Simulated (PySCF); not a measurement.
PySCF 2.14 output of an unrestricted MN15 calculation on a single atom or ion in x2c-TZVPPall (11s7p7d4f2g, 113 functions), with scalar relativity by spin-free X2C-1e:

```
SCF conv_tol = 1e-09
number electrons alpha = 36  beta = 34
    H. S. Yu, X. He, S. L. Li, and D. G. Truhlar.,  Chem. Sci. 7, 5032-5051 (2016)
    H. S. Yu, X. He, S. L. Li, and D. G. Truhlar.,  Chem. Sci. 7, 5032-5051 (2016)
cycle= 1 E= -14069.3399932954  delta_E= -0.0491  |g|= 1.29  |ddm|= 0.941
cycle= 2 E= -14068.83797633  delta_E= 0.502  |g|= 3.01  |ddm|= 0.99
cycle= 3 E= -14069.4627257143  delta_E= -0.625  |g|= 0.102  |ddm|= 0.654
cycle= 4 E= -14069.4637526065  delta_E= -0.00103  |g|= 0.0309  |ddm|= 0.0574
cycle= 5 E= -14069.4638433331  delta_E= -9.07e-05  |g|= 0.000798  |ddm|= 0.0146
cycle= 6 E= -14069.4638436109  delta_E= -2.78e-07  |g|= 0.000127  |ddm|= 0.00192
cycle= 7 E= -14069.4638436317  delta_E= -2.08e-08  |g|= 5.27e-05  |ddm|= 0.00112
cycle= 8 E= -14069.4638436331  delta_E= -1.35e-09  |g|= 9.06e-06  |ddm|= 0.000218
cycle= 9 E= -14069.4638436331  delta_E= -1.46e-11  |g|= 6.67e-07  |ddm|= 1.23e-05
converged SCF energy = -14069.4638436331  <S^2> = 2.0002702  2S+1 = 3.0001801
```

The run itself started from symmetry-adapted Hartree-Fock orbitals and held the occupation by maximum overlap, on a logarithmic radial grid, so the iterations belong to that start.

Which element, charge and spin multiplicity is this?

Yb (ytterbium, neutral), multiplicity 3; the state was [Xe] 4f14 6s1 6p1, high-spin 3P determinant (an excited configuration).

Spin-orbit coupling, absent here, splits the open shell strongly.
